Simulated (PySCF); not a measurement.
Geometry:
```
atom   x (Å)   y (Å)   z (Å)
  C1  -2.326  -0.147  -0.044
  N2  -0.887  -0.063  -0.055
 Si3   0.105  -1.454   0.245
  C4   1.775  -0.646  -0.158
  C5   1.689   0.852   0.152
 Si6  -0.074   1.463  -0.200
  H7  -2.651  -1.114  -0.428
  H8  -2.754   0.638  -0.667
  H9  -2.725  -0.033   0.969
 H10   0.004  -1.926   1.636
 H11  -0.279  -2.535  -0.670
 H12   2.604  -1.106   0.380
 H13   1.986  -0.781  -1.219
 H14   2.443   1.408  -0.405
 H15   1.911   1.013   1.208
 H16  -0.548   2.431   0.798
 H17  -0.280   2.010  -1.550
```

Geometry: GFN2-xTB; GIAO absolute shieldings from PySCF 2.14.0 with density-fitted response routines, gas phase, non-relativistic, averaged over equivalent atoms.

At LC-wPBE/pcSseg-1 (171 basis functions, 30 s wall time on 1 thread of an Arm Neoverse V2, shared host):
```
          atoms  σ (ppm)
             C1    160.1
          C4/C5    185.3
             N2    268.8
        Si3/Si6    369.8
H10/H11/H16/H17    27.11
       H7/H8/H9    29.01
H12/H13/H14/H15    30.76
```

Predict the values at OPBE/def2-SVPD on the same geometry.

## Answers


```json
{"atoms": "C1", "σ at OPBE/def2-SVPD": "162.8", "change": "+2.7"}
{"atoms": "C4/C5", "σ at OPBE/def2-SVPD": "185.6", "change": "+0.3"}
{"atoms": "N2", "σ at OPBE/def2-SVPD": "256.9", "change": "-11.9"}
{"atoms": "Si3/Si6", "σ at OPBE/def2-SVPD": "418.6", "change": "+48.8"}
{"atoms": "H10/H11/H16/H17", "σ at OPBE/def2-SVPD": "26.61", "change": "-0.50"}
{"atoms": "H7/H8/H9", "σ at OPBE/def2-SVPD": "28.92", "change": "-0.09"}
{"atoms": "H12/H13/H14/H15", "σ at OPBE/def2-SVPD": "30.51", "change": "-0.25"}
```

The largest change is at Si3/Si6 (silicon bonded to C, N, 2 H, in a 5-membered ring). Cost: 216 basis functions, 33 s wall time on 1 thread of an Arm Neoverse V2, shared host.
